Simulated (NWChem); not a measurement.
**Correlation energy of Br (+1)**

```xyz
1

Br     0.0000     0.0000     0.0000
```
Charge +1, spin multiplicity 3.

The numbers come from NWChem runs, not from measurements.

Basis set: def2-SVP. Each correlation energy counts from its own Hartree-Fock reference.

The Hamiltonian is non-relativistic. The correlated methods keep 9 core orbitals frozen. The stability of the SCF solutions was not checked. Open-shell Hartree-Fock references start from PBE0 orbitals. Coupled-cluster values serve here as a point of comparison, not as the truth.

### Question
For the correlation energy, CCSD[T] on UHF gives -196.8 mHa and CCSD on ROHF gives -197.9 mHa. What do CCSDT on ROHF, SCS-UMP2 give?

### Answer
CCSDT on ROHF: -200.9 mHa; SCS-UMP2: -170.3 mHa.
